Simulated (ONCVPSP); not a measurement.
Ge (Z = 32), ONCV: configuration errors across variants

ONCVPSP 4.0.1 input, shortened (lines: element, Z, core and valence counts, functional; n l f; lmax; l rc ep ncon nbas qcut; lloc lpopt rc5 dvloc0; l nproj debl; icmod fcfact rcfact), PBE, scalar-relativistic:

```
  Ge 32.00    3    5        4      upf
    1    0    2.00
    2    0    2.00
    2    1    6.00
    3    0    2.00
    3    1    6.00
    3    2   10.00
    4    0    2.00
    4    1    2.00
    2
    0    0.95    0.00    4    9   12.90
    1    1.05    0.00    5    8   14.70
    2    0.95    0.00    3    8   19.20
    2    5    0.95    0.00
    0    2    0.60
    1    3    1.30
    2    0    2.20
    3    4.25    1.00
```

All-electron excitation energies from the reference (eV): (1) 3s2 3p6 3d10 4s2 4p1 7.444; (2) 3s2 3p6 3d10 4s2 4p0 22.884; (3) 3s2 3p6 3d10 4s1 4p0 57.675; (4) 3s2 3p6 3d10 4s2 4p1.5 2.802.

A true bound ghost makes a file unfit for plane-wave use even where its test errors are small: the radial tests pick states by their node count and pass the ghost by.

Errors AE − PS in meV (a dash: test not solved or not reliable):

| change | (1) | (2) | (3) | (4) | bound ghosts | GHOST(+) flags above zero |
| --- | --- | --- | --- | --- | --- | --- |
| base | -0.4 | -1.6 | -4.2 | -0.1 | s | none |
| all radii but the core radius scaled by about 0.80 (s 0.76, p 0.84, d 0.76 bohr) | -0.3 | -1.2 | -2.9 | -0.1 | s | none |
| all radii but the core radius scaled by about 0.86 (s 0.82, p 0.90, d 0.82 bohr) | -0.3 | -1.3 | -3.1 | -0.1 | s | none |
| all radii but the core radius scaled by about 0.93 (s 0.88, p 0.98, d 0.88 bohr) | -0.4 | -1.4 | -3.5 | -0.1 | s | none |
| all radii but the core radius scaled by about 1.07 (s 1.02, p 1.12, d 1.02 bohr) | -0.5 | -1.8 | -5.0 | -0.2 | s | p |
| all radii but the core radius scaled by about 1.24 (s 1.18, p 1.30, d 1.18 bohr) | -0.6 | -2.3 | -7.4 | -0.2 | s | p |
| all radii but the core radius scaled by about 1.30 (s 1.24, p 1.36, d 1.24 bohr) | -0.7 | -2.7 | -9.2 | -0.2 | s | p |

(1) Give the same row for: all radii but the core radius scaled by about 1.16 (s 1.10, p 1.22, d 1.10 bohr).

Results:

(1) -0.6, -2.1, -6.2, -0.2; bound ghosts: s; GHOST(+) flags above zero: p.
